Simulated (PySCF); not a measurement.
Working out the excitation energy of N⁺

N⁺ [He] 2s2 2p2 (3P) → N⁺ [He] 2s1 2p3 (5S). Calculation: PySCF 2.14, in aug-cc-pVTZ-DK; the spin-free X2C one-electron Hamiltonian (Gaussian nucleus). Frozen: 1s2. Energies in hartree (1 hartree = 27.21139 eV):

| part | N⁺ (lower) | N⁺ (upper) |
| --- | --- | --- |
| UHF | -53.919912 | -53.771315 |
| MP2 opposite-spin | -0.059061 | 0.000000 |
| MP2 same-spin | -0.012978 | -0.027519 |

What does Hartree-Fock give?

(-53.771315) − (-53.919912) = 0.148597 hartree = 4.044 eV.

What do MP2 and SCS-MP2 (6/5 opposite-spin, 1/3 same-spin) give?

The opposite-spin parts differ by 1.607 eV and the same-spin parts by -0.396 eV. MP2: 4.044 + (1.607) + (-0.396) = 5.255 eV. SCS-MP2: 4.044 + 1.2 × (1.607) + (-0.396)/3 = 5.840 eV.

Measured between the centres of the two terms (NIST): 5.790 eV, so MP2 (valence) is off by -0.535 eV.

What remains against the reference includes basis incompleteness, the frozen core and correlation beyond second order.
